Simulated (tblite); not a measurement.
A tight-binding relaxation on `[H]/[C]=C\[C@H](CC)N=C` [radical].

Computed with GFN2-xTB geometry optimisation, gas phase (tblite 0.8.0). Start geometry: from a force field or distance geometry. A driver script takes a list of jobs; this job's settings line and coordinates (Å) are shown.

Command:
```bash
OMP_NUM_THREADS=1 python probes_run.py task.json out
```

Input:
```
{"job": {"kind": "relax", "xc": "GFN2-xTB", "basis": "xTB"}, "charge": 0, "multiplicity": 2}
C      2.520000    -0.871500     0.997300
C      1.665500    -0.551800     0.044000
C      0.295000    -0.010000     0.275500
C     -0.765500    -0.988800    -0.264100
C     -2.189600    -0.558200     0.070100
N      0.158300     1.248800    -0.485700
C      0.541300     2.296800     0.159600
H      3.208600    -1.123600     1.771700
H      1.984800    -0.692300    -0.978700
H      0.101400     0.152800     1.348900
H     -0.603600    -1.986600     0.190100
H     -0.671000    -1.119900    -1.340600
H     -2.336100    -0.440700     1.152000
H     -2.898200    -1.305800    -0.298300
H     -2.433400     0.404100    -0.418000
H      0.482400     3.283800    -0.306200
H      0.932800     2.274900     1.198400
```

Question: What does the run print?

Answer: 
```
step      E/eV     max force
  0    -563.03952    3.328
  1    -563.14810    3.281
  2    -563.23475    0.609
  3    -563.24261    0.460
  4    -563.25043    0.243
  5    -563.25890    0.290
  6    -563.26892    0.314
  7    -563.27450    0.249
  8    -563.27935    0.231
  9    -563.28550    0.276
... (59 lines left out)
 69    -563.44342    0.040
 70    -563.44356    0.031
 71    -563.44365    0.065
 72    -563.44373    0.020
 73    -563.44378    0.011
 74    -563.44381    0.011
 75    -563.44384    0.013
 76    -563.44388    0.011
 77    -563.44390    0.010
 78    -563.44391    0.008
```

«max force» is the largest atomic force in eV/Å.

Question: From which step on does the largest force stay under 0.1 eV/Å, and how much energy is left to gain from there?

Answer: From step 26 (0.092 eV/Å), 13.8 meV above the end.

Main results: energy lowered by 9.3 kcal/mol over 78 steps; largest atomic force 0.008 eV/Å at the end.

Question: Where do the atoms end?

Answer: 0.215 Å rms from the input after alignment:
```
atom  x, y, z in Å
C1     2.6213   -0.9790    0.8556
C2     1.7460   -0.6817   -0.0352
C3     0.3669   -0.0481    0.2588
C4    -0.7222   -0.9804   -0.2757
C5    -2.1113   -0.4982    0.1269
N6     0.3378    1.1904   -0.4458
C7     0.4377    2.2766    0.1716
H8     2.7543   -0.9363    1.9111
H9     1.9026   -0.8400   -1.0933
H10    0.2633    0.0808    1.3510
H11   -0.5500   -1.9860    0.1138
H12   -0.6441   -1.0092   -1.3634
H13   -2.2074   -0.4649    1.2106
H14   -2.8720   -1.1691   -0.2651
H15   -2.2920    0.4991   -0.2674
H16    0.4308    3.1941   -0.3974
H17    0.5313    2.3640    1.2602
```

Hardware: one thread, Arm Neoverse V1 (aarch64), shared host with 32 logical CPUs at a one-minute load of 28. Cost: 0.43 s wall.
Labels such as C1 count atoms from 1, the log's own numbers from 0.
